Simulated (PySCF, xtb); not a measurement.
Se(OH)(OMe) (CH₄O₂Se), SMILES CO[Se]O. Atoms are numbered in the order given.

```xyz
8

Se    -0.2789    -0.0558     0.6149
O     -1.2624     1.1193    -0.3520
H     -0.9721     2.0099    -0.0991
O      1.2434    -0.1175    -0.3531
C      1.1778    -0.8413    -1.5759
H      0.4851    -0.3622    -2.2885
H      2.1933    -0.8294    -2.0015
H      0.8613    -1.8880    -1.4211
```
Charge 0, spin multiplicity 1.

The structure is a stationary point at B3LYP-D3(BJ)/def2-SVP. The structure was generated by enumeration, and PubChem lists no compound with its InChIKey, so it may never have been made. Other conformers were not sampled.

Level of theory: C-PCM-B3LYP/def2-SVP (PySCF).

The values are the electrostatic part of the solvation free energy, E(continuum) − E(gas) at the gas-phase geometry, in a cavity of scaled van der Waals radii (PySCF's table); cavitation and dispersion terms are not included. In vacuum the orbital gap is 5.26 eV. The dipole moment in vacuum is 0.22 D.

Question: Estimate the values in water (ε = 78.36), toluene (ε = 2.37), benzene (ε = 2.27). (Estimate from the structure and the level; the computed values follow.)

Answer: 
```
solvent      ε  ΔG(elec) (kcal/mol)  dipole (D)  gap (eV)
-------  -----  -------------------  ----------  --------
water    78.36                 -5.4        0.26      5.37
toluene   2.37                 -3.1        0.24      5.33
benzene   2.27                 -3.0        0.24      5.32
```

For comparison, GFN2-xTB/ALPB(water) (xtb, at the GFN2-xTB geometry, all terms of that model) gives -5.0 kcal/mol.
